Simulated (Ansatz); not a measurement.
A nudged elastic band was laid between two geometries of FH$_{2}$SeSi (5 atoms, charge 0, multiplicity 2).

Method: Ansatz, UKS PBE0-D4/def2-SVP.

```yaml
movable_images: 7
climbing_image: yes
spring: 5.0 eV/Å²
optimiser: quadratic models (default)
start_path: through a guess of the saddle point
force_threshold: 0.05 eV/Å
iteration_limit: 60
end_points: relaxed
```

Initial state:

```xyz
5
Properties=species:S:1:pos:R:3
F -0.582 -1.442 1.329
Si -0.682 -0.217 0.260
Se 1.408 0.699 0.205
H -1.056 -0.823 -1.066
H 0.962 1.709 -0.770
```

Final state:

```xyz
5
Properties=species:S:1:pos:R:3
F -0.549 -0.986 1.427
Si -0.739 -0.236 -0.008
Se 1.176 0.722 -0.760
H -1.065 -1.281 -1.032
H 1.227 1.708 0.332
```

Question: What changes between the two ends?

Answer: No bond is made or broken. The dihedral F1–Si2–Se3–H5 goes from -179 to -66°.

Question: What energy profile does the band end with?

Answer: The forces met the threshold. The highest image is number 3 of 0 to 8, 0.015 eV above the first end and 0.076 eV above the last; the last end lies 0.061 eV below the first. A vibrational analysis at the climbing image gives one clearly imaginary mode, 131i cm⁻¹: a first-order saddle point.

| image | path coordinate (Å) | energy (eV) | dihedral F1–Si2–Se3–H5 (°) |
| --- | --- | --- | --- |
| 0 | 0.00 | 0.000 | -179 |
| 1 | 0.23 | 0.003 | -166 |
| 2 | 0.46 | 0.010 | -152 |
| 3 | 0.69 | 0.015 | -138 |
| 4 | 0.92 | 0.010 | -123 |
| 5 | 1.15 | -0.006 | -109 |
| 6 | 1.38 | -0.031 | -94 |
| 7 | 1.61 | -0.053 | -80 |
| 8 | 1.84 | -0.061 | -66 |

Question: What is the geometry of the highest image?

Answer: 
```xyz
5
Properties=species:S:1:pos:R:3
F -0.625 -1.286 1.379
Si -0.650 -0.235 0.134
Se 1.469 0.558 -0.155
H -1.129 -1.041 -1.038
H 0.984 1.931 -0.361
```

Question: What are the harmonic wavenumbers there?

Answer: 131i, 199, 411, 584, 705, 783, 887, 2172, 2453 cm⁻¹.

Run time: 80 s on 2 threads of Arm Neoverse V2, on a shared host, peak memory 0.2 GiB.
